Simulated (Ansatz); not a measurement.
Input file for Ansatz (a quantum-chemistry and plane-wave program): R-B3LYP-D3(BJ)/def2-TZVP on ClHZn (SMILES [Cl][ZnH]).

Ansatz 0.2 input:
```yaml
crystal:
  periodic: [false, false, false]
  atoms:
    - {symbol: Zn, position_ang: [-0.10386310, -0.04383763, -0.16202414]}
    - {symbol: H, position_ang: [-0.96961776, -0.42074012, -1.35354940]}
    - {symbol: Cl, position_ang: [1.04860431, 0.50010646, 1.46283380]}
basis:
  gaussian:
    orbitals: def2-TZVP
hamiltonian:
  xc: b3lyp
  dispersion: d3bj
relax: {f_tol: 0.003, max_steps: 120}
```

The log:

```
WARN ansatz: RAYON_NUM_THREADS=2 ignored (pool sized by the plan → 2); use --threads N
Functional definition: B3LYP
integrals: 0.03 GiB planned
735 factors; integrals over basis functions are off by at most 4.2e-4 eV
mean field: 0.29 GiB planned
mean field evaluation 1: about -60960.1283 eV, gradient 4.2e1 eV
mean field evaluation 2: about -60956.0594 eV, gradient 8.5e1 eV
mean field evaluation 4: about -60962.1966 eV, gradient 1.4e0 eV
mean field evaluation 8: about -60962.2576 eV, gradient 9.7e-2 eV
mean field -60962.25761011 eV, -2240.3216454691 hartree, gradient 3.0e-5 eV, S^2 0.000000; 0 other end points of the search recorded, 0 dependent functions left out
the calculation of the forces begins
reference -60962.25782483 eV, -2240.3216533601 hartree; 24, 24 occupied and 67, 67 virtual orbitals, 735 factors
relax step   1: F+E_penalty+E_count = -60962.33641604 eV  Δ(F+E_penalty+E_count) = +0.000e0 eV  max|allowed force component| = 6.720e-1 eV/Å  Δτ_max = 0.0000 Å  (26 SCF iters, accepted)
these checks for a lower state are left out or cut short: starts, cluster_reference, orbital_swaps, neighbouring_geometries, increment
integrals: 0.03 GiB planned
735 factors; integrals over basis functions are off by at most 4.1e-4 eV
mean field: 0.29 GiB planned
mean field evaluation 16: about -60962.2169 eV, gradient 2.2e0 eV
mean field -60962.27927304 eV, -2240.3224415672 hartree, gradient 1.4e-5 eV, S^2 0.000000; 0 other end points of the search recorded, 0 dependent functions left out
the calculation of the forces begins
reference -60962.27948833 eV, -2240.3224494788 hartree; 24, 24 occupied and 67, 67 virtual orbitals, 735 factors
relax step   2: F+E_penalty+E_count = -60962.35767912 eV  Δ(F+E_penalty+E_count) = -2.126e-2 eV  max|allowed force component| = 9.042e-2 eV/Å  Δτ_max = 0.0298 Å  (31 SCF iters, accepted)
these checks for a lower state are left out or cut short: starts, cluster_reference, orbital_swaps, neighbouring_geometries, increment
integrals: 0.03 GiB planned
735 factors; integrals over basis functions are off by at most 4.1e-4 eV
mean field: 0.29 GiB planned
mean field -60962.27978891 eV, -2240.3224605253 hartree, gradient 2.1e-5 eV, S^2 0.000000; 0 other end points of the search recorded, 0 dependent functions left out
the calculation of the forces begins
reference -60962.28000429 eV, -2240.3224684400 hartree; 24, 24 occupied and 67, 67 virtual orbitals, 735 factors
relax step   3: F+E_penalty+E_count = -60962.35813571 eV  Δ(F+E_penalty+E_count) = -4.566e-4 eV  max|allowed force component| = 1.061e-2 eV/Å  Δτ_max = 0.0046 Å  (25 SCF iters, accepted)
these checks for a lower state are left out or cut short: starts, cluster_reference, orbital_swaps, neighbouring_geometries, increment
integrals: 0.03 GiB planned
735 factors; integrals over basis functions are off by at most 4.1e-4 eV
mean field: 0.29 GiB planned
mean field evaluation 32: about -60962.2798 eV, gradient 5.8e-2 eV
mean field -60962.27980399 eV, -2240.3224610794 hartree, gradient 7.8e-5 eV, S^2 0.000000; 0 other end points of the search recorded, 0 dependent functions left out
the calculation of the forces begins
reference -60962.28001938 eV, -2240.3224689945 hartree; 24, 24 occupied and 67, 67 virtual orbitals, 735 factors
relax step   4: F+E_penalty+E_count = -60962.35814345 eV  Δ(F+E_penalty+E_count) = -7.740e-6 eV  max|allowed force component| = 3.659e-4 eV/Å  Δτ_max = 0.0010 Å  (20 SCF iters, accepted)
integrals: 0.03 GiB planned
735 factors; integrals over basis functions are off by at most 4.1e-4 eV
mean field: 0.29 GiB planned
mean field -60962.27980399 eV, -2240.3224610794 hartree, gradient 7.8e-5 eV, S^2 0.000000; 1 other end points of the search recorded, 0 dependent functions left out
the calculation of the forces begins
reference -60962.28001938 eV, -2240.3224689945 hartree; 24, 24 occupied and 67, 67 virtual orbitals, 735 factors
Total energy: -60962.35835883 eV, -2240.3253479163 hartree
Atom 0 at    -0.120443    -0.039451    -0.174197 Å, force     0.000225     0.000122     0.000332 eV/Å
Atom 1 at    -0.975252    -0.430349    -1.367868 Å, force    -0.000254    -0.000128    -0.000366 eV/Å
Atom 2 at     1.070818     0.505329     1.489325 Å, force     0.000029     0.000006     0.000034 eV/Å
Dipole moment:    -0.208868    -0.095522    -0.291674 e Å
```

Self-consistency was reached.

Cost: very roughly 19 core-seconds.
